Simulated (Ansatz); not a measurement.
Energy needed to pull apart SbH₃S (SMILES [SH][SbH2]), singlet, into free ground-state atoms, from the structure below (displaced at random from a GFN2-xTB minimum); no zero-point or spin–orbit terms; open-shell atoms are treated unrestricted, in their ground-state multiplicity.

S1  (0.680, -0.986, 0.767)
Sb2  (-0.522, 0.345, -0.909)
H3  (0.461, -2.135, 0.309)
H4  (-1.422, 1.153, 0.296)
H5  (0.688, 1.544, -0.707)
(Å)

Computed with Ansatz 0.2.0 (basis: def2-TZVPP); correlated methods freeze the cores. Filled d shells of the heavier atoms are correlated. Core potentials replace the inner electrons of the atoms past krypton. The def2 sets are not built for correlating such inner shells, so the correlated values are less sure here.

```tsv
method	atomization energy (kcal/mol)
SPW92	?
PBE-D4	275.9
BLYP-D4	277.0
r2SCAN-D4	272.2
PBE0-D4	269.5
wB97M-V	274.0
HF	?
MP2	255.1
CCSD	257.6
CCSD(T)	263.0
```

Problem. What does SPW92 give? (Judge from chemistry; the value comes from the calculation.)

Solution. Computed: 319.4 kcal/mol, which is about 56.4 kcal/mol more than CCSD(T)/def2-TZVPP.

Problem. What does HF give? (Judge from chemistry; the value comes from the calculation.)

Solution. By the calculation: 171.0 kcal/mol, which is about 91.9 kcal/mol less than CCSD(T)/def2-TZVPP.

In triple zeta the MP2 and coupled-cluster atomization energies are still short of their basis limit by a few kcal/mol a bond, whereas those of the functionals are nearly converged, so these differences are not deviations from converged CCSD(T).

The T1 diagnostic stays at or below 0.014.

For scale, one of the runs: CCSD(T)/def2-TZVPP forces, 134 basis functions (an equivalent command: `ansatz run in.yaml --threads 4`). The run took 42 s on 4 CPU threads (shared host), with 1.3 GiB of host memory at its peak.
